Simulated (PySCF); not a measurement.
From one molecule to another.

First species: C₃H₁₄OSi₃.
SMILES: `COC[Si](C)([SiH3])[SiH3]`

Second species: C₅H₁₁NO₂Si.
Numbering: `[CH3:1][C@H:2]([CH2:3][OH:4])[O:5][SiH2:6][CH2:7][C:8]#[N:9]` (hydrogens: H10, H11, H12 on C1; H13 on C2; H14, H15 on C3; H16 on O4; H17, H18 on Si6; H19, H20 on C7)

Structure used (GFN2-xTB), in Å, numbered top down from 1:
```
atom  x, y, z in Å
C1    -2.075   -1.336   -0.901
C2    -1.155   -0.905    0.235
C3    -1.259    0.596    0.507
O4    -0.364    0.891    1.549
O5     0.162   -1.250   -0.086
Si6    1.582   -0.758    0.497
C7     2.323    0.766   -0.448
C8     1.655    1.994   -0.213
N9     1.072    2.961   -0.003
H10   -1.852   -0.763   -1.798
H11   -3.113   -1.176   -0.624
H12   -1.920   -2.390   -1.113
H13   -1.419   -1.436    1.160
H14   -0.996    1.147   -0.403
H15   -2.288    0.849    0.794
H16   -0.121    1.825    1.507
H17    2.382   -1.877   -0.008
H18    1.720   -0.558    1.932
H19    2.295    0.557   -1.519
H20    3.366    0.872   -0.152
```

Levels: PBE0/pcSseg-1 for HOMO energy, LUMO energy and HOMO–LUMO gap. Geometries: GFN2-xTB. All species are isolated and taken at one optimised geometry, non-relativistic unless stated. Electronic properties by PySCF.

Dipoles, sizes and rotational constants follow the conformer. The torsions of the flexible species, by atom-mapped SMILES:
- `[CH3:1][O:2][CH2:3][Si:4]([CH3:5])([SiH3:6])[SiH3:7]`: C1–O2–C3–Si4 -179°, O2–C3–Si4–C5 180°

The conformers of `C[C@H](CO)O[SiH2]CC#N` aren't listed.

```tsv
property	column X	column Y
HOMO energy	-8.06 eV	-7.58 eV
LUMO energy	0.64 eV	-0.37 eV
HOMO–LUMO gap	8.70 eV	7.21 eV
```

(1) Which column belongs to which species?

(2) How does each property change from the first species to the second?

Results:

(1) Column X is the second species and column Y the first. The first has 21 atoms and 82 electrons, the second 20 and 78.

(2) HOMO energy -0.48 eV; LUMO energy +1.01 eV; HOMO–LUMO gap +1.49 eV.

